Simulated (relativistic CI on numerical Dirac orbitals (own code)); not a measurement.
Rh28+: sensitivity of the levels to the model

Base calculation: Dirac-Coulomb-Breit CI, separate exchange-only KLI orbitals for each configuration, QED by a radiative potential, unscaled Slater integrals.

Configurations in the expansion (outside the closed core [Ne]): 3s²3p⁵, 3s3p⁶, 3s²3p⁴3d, 3s3p⁵3d, 3p⁶3d, 3s3p⁴3d², 3s²3p³3d4p, 3p⁶4s, 3s²3p⁴4s, 3s3p⁴3d4s, 3p⁶4p, 3s²3p⁴4p, 3s²3p³3d², 3s²3p²3d³, 3s3p³3d³, 3s²3p²3d²4s, 3s²3p²3d²4p. Double excitations out of closed p, d and f shells are left out; levels of such configurations are missing from the list, as are those of other unlisted configurations, and high levels can miss mixing partners.

Variants: (1) P86 correlation estimate; (2) QED terms removed; (3) Breit term removed. Shifts of the energy above 3s²3p⁵ ²P°3/2, in cm⁻¹, for the lowest level and the first level of each name with at least 55 % of one term (blank where a level changes its place among those of its configuration and J or its character, or is not in the variant):

| Level | Base | Δ(1) | Δ(2) | Δ(3) |
| --- | --- | --- | --- | --- |
| 3s²3p⁵ ²P°3/2 | 0 | 0 | 0 | 0 |
| 3s²3p⁵ ²P°1/2 | 261145 | +10 | -489 | +4031 |
| 3s3p⁶ ²S1/2 | 912028 | +1998 | +3225 | +1437 |
| 3s²3p⁴3d ⁴D5/2 | 984783 | +2352 | +552 | +3834 |
| 3s²3p⁴3d ⁴F9/2 | 1063736 | +2347 | +424 | +6313 |
| 3s²3p⁴3d ⁴P1/2 | 1145512 | +2292 | +979 | +4305 |
| 3s²3p⁴3d ⁴D1/2 | 1198822 | +2357 | +140 | +6461 |
| 3s²3p⁴3d ⁴F7/2 | 1290355 | +2354 | -20 | +9088 |
| 3s²3p⁴3d ²G9/2 | 1347604 | +2354 | -60 | +10869 |
| 3s3p⁵3d ⁴P°1/2 | 1864998 | +4058 | +4856 | +3066 |
| 3s3p⁵3d ⁴P°3/2 | 1888165 | +4065 | +4645 | +4235 |
| 3s3p⁵3d ⁴F°9/2 | 1973940 | +4069 | +4549 | +7086 |
| 3s²3p³3d² ⁶F°11/2 | 2089196 | +4233 | +821 | +12201 |

At this charge energies of transitions that change n are usually good to better than 1 %, and those within a shell (Δn = 0) to a few per cent.

Ionisation energy from the two ground configurations alone: base 1608.26 eV; P86 correlation estimate 1610.15 eV; Breit term removed 1609.24 eV. The NIST ASD value (semi-empirical) is 1604.9 eV.

LS names give the leading component of a level, which can be under half, so a name can repeat, a term be missing and a line seem to break the LS rules.
